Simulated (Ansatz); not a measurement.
Isolated molecules relaxed with PBE0-D4/def2-TZVP in Ansatz; ΔE leaves out vibrations. CCSD(T)/CBS adds triple-zeta CCSD(T) − MP2 to the extrapolated MP2 energy (def2 sets, frozen cores). This one scheme is used for every species. Functionals use def2-TZVPP. One conformer a species, not always the lowest.

Reaction (formal hydrolysis of a B–C bond): `CB(O)F` + H₂O → `OB(O)F` + CH₄

`CB(O)F`:

Z-matrix (Å, degrees):
```
C
B 1 1.558
H 1 1.094 2 110.3
H 1 1.090 2 112.6 3 121.6
H 1 1.094 2 110.2 3 -116.8
O 2 1.353 1 122.1 3 -121.7
F 2 1.343 1 119.9 3 58.3
H 6 0.962 2 112.8 1 -180.0
```

H₂O:

Z-matrix (Å, degrees):
```
O
H 1 0.960
H 1 0.960 2 105.1
```

`OB(O)F`:

Z-matrix (Å, degrees):
```
B
O 1 1.352
F 1 1.333 2 117.9
O 1 1.360 2 121.6 3 180.0
H 2 0.960 1 112.5 3 -180.0
H 4 0.960 1 113.1 2 -180.0
```

CH₄:

Cartesian coordinates in Å:
```
C 0.000 0.000 0.000
H 0.491 0.885 0.402
H -0.751 0.301 -0.730
H -0.480 -0.548 0.810
H 0.740 -0.638 -0.482
```

Question: Is it downhill or uphill in electronic energy at CCSD(T)/CBS, and by how much? (Estimate.)

Answer: The calculation gave: Downhill: ΔE = -116.0 kJ/mol.

Question: What do these levels give: r2SCANh-D4, BHLYP-D4, ωB97X-V, PBE-QIDH, r2SCANh, BHLYP, RPA@PBE/def2-TZVPP, MP2/def2-SVP, CCSD(T)/def2-SVP, HF/def2-TZVPP, SCS-MP2/def2-TZVPP, CCSD/def2-TZVPP? (An estimate is asked.)

Answer: Computed: r2SCANh-D4 -123.6, BHLYP-D4 -127.3, ωB97X-V -118.9, PBE-QIDH -120.7, r2SCANh -123.9, BHLYP -128.7, RPA@PBE/def2-TZVPP -117.8, MP2/def2-SVP -140.9, CCSD(T)/def2-SVP -139.4, HF/def2-TZVPP -135.8, SCS-MP2/def2-TZVPP -122.4, CCSD/def2-TZVPP -121.5 kJ/mol.

Largest T1 diagnostic among the species: 0.012.

From PBE to PBE0 (25 % exact exchange), in def2-TZVPP and without D4, ΔE moves by −3.1 kJ/mol. Leaving LDA and LC-ωPBE aside and taking each functional with its dispersion term where it has one, the values, not all of them listed here, spread over 14.4 kJ/mol, from BHLYP-D4 to revPBE-D4. LDA lies −3.1 kJ/mol from PBE without D4.
